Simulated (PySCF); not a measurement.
# Ar²⁺: ionisation energy

Ar²⁺ [Ne] 3s2 3p4 (3P) → Ar³⁺ [Ne] 3s2 3p3 (4S), as a difference of total energies. Calculation: PySCF 2.14, in aug-cc-pwCVDZ (6s5p3d, 36 functions); the non-relativistic Hamiltonian (point nucleus). Correlated levels: nothing frozen. The calculations carry no spin-orbit coupling.

```tsv
method	ionisation energy (eV)	plus first-order spin-orbit estimate	difference from reference of that sum (eV)
UHF	39.314	39.375	-1.360
MP2 (all electrons)	39.842	39.904	-0.831
SCS-MP2 (all electrons)	39.858	39.919	-0.816
CCSD (all electrons)	39.857	39.918	-0.817
CCSD(T) (all electrons)	39.872	39.933	-0.802
```

Reference: 40.735 ± 0.012 eV (semi-empirical (NIST evaluation); NIST Atomic Spectra Database, ionization energies).

A first-order spin-orbit estimate (lowest level to lowest level, LS coupling) adds 0.061 eV.

Errors of the correlated levels include the incompleteness of this basis.
